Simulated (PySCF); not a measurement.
# Potential energy of SnTe along the bond

Set-up: basis Sn def2-SVP with ECP28, Te def2-SVP with ECP28; scalar-relativistic core potentials; PySCF 2.14. Energies in eV from Sn + Te in their ground configurations at the same level. State: ¹Σ⁺ (singlet), closed shell.

All columns are PBE0. A positive dipole means Sn(−)Te(+).

```
R (Å)  E (eV)  μ (D)  Mulliken charge on Sn (basis-dependent)  HOMO (eV)  LUMO (eV)  Mayer bond order  ⟨S²⟩
2.183  -2.366  -0.90                                     0.13      -6.75      -2.03              2.46  0.00
2.285  -3.270  -1.36                                     0.17      -6.86      -2.21              2.44  0.00
2.387  -3.759  -1.82                                     0.21      -6.92      -2.39              2.42  0.00
2.463  -3.928  -2.15                                     0.24      -6.77      -2.52              2.40  0.00
2.539  -3.973  -2.47                                     0.26      -6.62      -2.64              2.39  0.00
2.615  -3.923  -2.79                                     0.28      -6.48      -2.76              2.38  0.00
2.717  -3.749  -3.18                                     0.30      -6.32      -2.91              2.37  0.00
2.844  -3.419  -3.63                                     0.31      -6.14      -3.09              2.36  0.00
2.996  -2.930  -4.13                                     0.32      -5.96      -3.28              2.35  0.00
3.199  -2.221  -4.70                                     0.33      -5.77      -3.50              2.34  0.00
```

A fit through these points gives, at Re = 2.533 Å, μ = -2.45 D and dμ/dR = -4.19 D/Å; the reduced mass is 62.35 u.

**Question.** How strong is the fundamental in the double-harmonic approximation, I = 42.26·(dμ/dR)²/μred km/mol?

**Answer.** I = 42.26·(-4.19)²/62.35 = 11.9 km/mol at PBE0.

These are scalar-relativistic numbers at best; spin–orbit coupling would shift them, the dissociation energy most.
